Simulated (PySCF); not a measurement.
Species: C6H8ClF.
SMILES: `CC1([C@@H](Cl)CF)C=C1`

Level of theory: TDDFT B3LYP/def2-SVPD, vertical, gas phase, core orbitals frozen in the response (PySCF 2.14.0, density-fitted response routines). Isolated species at its GFN2-xTB geometry (one conformer only). Torsions of this conformer, `[CH3:1][C:2]1([C@@H:3]([Cl:4])[CH2:5][F:6])[CH:7]=[CH:8]1`: C1–C2–C3–Cl4 -66°, C2–C3–C5–F6 61°.

Computed states:

| state | E (eV) | f |
| --- | --- | --- |
| S1 | 5.90 | 0.0095 |
| S2 | 6.03 | 0.021 |
| S3 | 6.66 | 0.0016 |
| S4 | 6.78 | 0.027 |
| S5 | 6.98 | 0.0079 |
| S6 | 7.15 | 0.030 |
| S7 | 7.29 | 0.041 |
| S8 | 7.39 | 0.027 |

Broadening: Gaussians 0.5 eV wide at half height, area fixed by f = 4.319×10⁻⁹ ∫ε dν̃. The width is an assumption, not a result. The curve ends short of the highest state used, and states not computed would add to its high-energy end.

(1) What does the envelope look like, and where are its maxima?

(2) Coming from long wavelengths, where does ε first pass 100 L mol⁻¹ cm⁻¹?

(3) On this curve, what absorbance would a 10⁻⁴ mol/L sample give at 193 nm over a 1 cm path?

Answers

(1) 
| λ (nm) | ε (L mol⁻¹ cm⁻¹) |
| --- | --- |
| 182.7 | 2353 |
| 184.3 | 2028 |
| 186.0 | 1680 |
| 187.6 | 1361 |
| 189.3 | 1059 |
| 191.0 | 824 |
| 192.6 | 687 |
| 194.3 | 638 |
| 195.9 | 681 |
| 197.6 | 804 |
| 199.3 | 982 |
| 200.9 | 1168 |
| 202.6 | 1353 |
| 204.2 | 1487 |
| 205.9 | 1567 |
| 207.6 | 1572 |
| 209.2 | 1509 |
| 210.9 | 1382 |
| 212.6 | 1213 |
| 214.2 | 1033 |
| 215.9 | 838 |
| 217.5 | 665 |
| 219.2 | 503 |
| 220.9 | 367 |
| 222.5 | 265 |
| 224.2 | 182 |
| 225.8 | 125 |
| 227.5 | 81 |
| 229.2 | 51 |
| 230.8 | 33 |
| 232.5 | 20 |
| 234.1 | 12 |
| 235.8 | 7 |
| 237.5 | 4 |
| 239.1 | 2 |
| 240.8 | 1 |

Maxima: 207 nm (5.99 eV), ε about 1600, made up of S1 (29%) and S2 (70%) (ε in L mol⁻¹ cm⁻¹; maxima over ε = 5, shares over 10%). At its high-energy end, 6.79 eV, the curve is still rising (ε about 2400, from S4, S5 and S6).

(2) At about 227 nm (5.47 eV), 0.43 eV below S1.

(3) 193 nm is 6.424 eV, where ε is about 670 L mol⁻¹ cm⁻¹, so A = ε c l ≈ 0.067 (Beer–Lambert, with the gas-phase spectrum and the assumed width).
